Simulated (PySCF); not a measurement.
Species: `FC(F)(CN([SiH3])[SiH3])F`. The columns A, B, C and D hold Mulliken, IAO, Hirshfeld and ESP-fitted charges (e) of one PBE0/pcSseg-1 density (PySCF), in a shuffled order. Coordinates in Å (GFN2-xTB); the density's dipole moment is (1.26, -0.11, -1.21) D.

```
atom       x       y       z       A       B       C       D
  F1  -1.724  -1.031   1.177  -0.195  -0.280  -0.267  -0.081
  C2  -1.859  -0.109   0.213  +0.644  +0.790  +0.770  +0.255
  F3  -3.082  -0.291  -0.316  -0.217  -0.288  -0.272  -0.100
  F4  -1.888   1.082   0.827  -0.193  -0.280  -0.267  -0.081
  C5  -0.769  -0.200  -0.847  -0.454  -0.186  -0.051  -0.047
  N6   0.542  -0.009  -0.311  -0.340  -0.765  -0.933  -0.262
 Si7   1.080   1.632  -0.054  +0.454  +0.735  +0.640  +0.339
 Si8   1.317  -1.379   0.444  +0.464  +0.735  +0.640  +0.339
  H9  -0.867  -1.189  -1.304  +0.199  +0.160  +0.150  +0.050
 H10  -1.004   0.563  -1.596  +0.197  +0.160  +0.151  +0.051
 H11   0.671   2.157   1.249  -0.090  -0.137  -0.076  -0.083
 H12   0.474   2.401  -1.141  -0.086  -0.126  -0.108  -0.074
 H13   2.533   1.572  -0.164  -0.100  -0.126  -0.096  -0.075
 H14   0.861  -2.539  -0.325  -0.089  -0.126  -0.108  -0.074
 H15   0.960  -1.515   1.855  -0.092  -0.137  -0.076  -0.083
 H16   2.746  -1.137   0.282  -0.102  -0.126  -0.096  -0.075
```

Which column most likely holds the ESP-fitted charges?

A. Σ q r misses the density's dipole by 0.04 D (A), 0.60 D (C), 0.96 D (D), 1.52 D (B). Charges fitted to the outside potential are the only set here that is tied to the molecule's multipoles.

And the Hirshfeld charges?

D. The mean sizes are 0.129 e (D), 0.245 e (A), 0.294 e (C), 0.322 e (B), and Hirshfeld charges are commonly the smallest of these schemes.

As computed, A = ESP-fitted, B = IAO, C = Mulliken, D = Hirshfeld. Hydrogens on carbon: ESP-fitted +0.20 to +0.20, IAO +0.16 to +0.16, Mulliken +0.15 to +0.15, Hirshfeld +0.05 to +0.05 e.

The Mulliken scheme counts on each atom the diagonal of the density matrix times the overlap matrix over that atom's basis functions. The ESP scheme is a least-squares fit of atom-centred charges to the potential on four shells outside the van der Waals surface, with the total charge fixed.

One conformer (not necessarily the lowest) at the GFN2-xTB geometry, without solvent, vibrations or thermal averaging.

The run behind these numbers computed NMR shieldings as well. Time: 33 s of wall time; peak memory 0.90 GiB. Hardware: one thread of an Arm Neoverse V1, on a shared host.

Conformer computed: `[F:1][C:2]([F:3])([F:4])[CH2:5][N:6]([SiH3:7])[SiH3:8]`: F1–C2–C5–N6 -60°, C2–C5–N6–Si7 -82°.
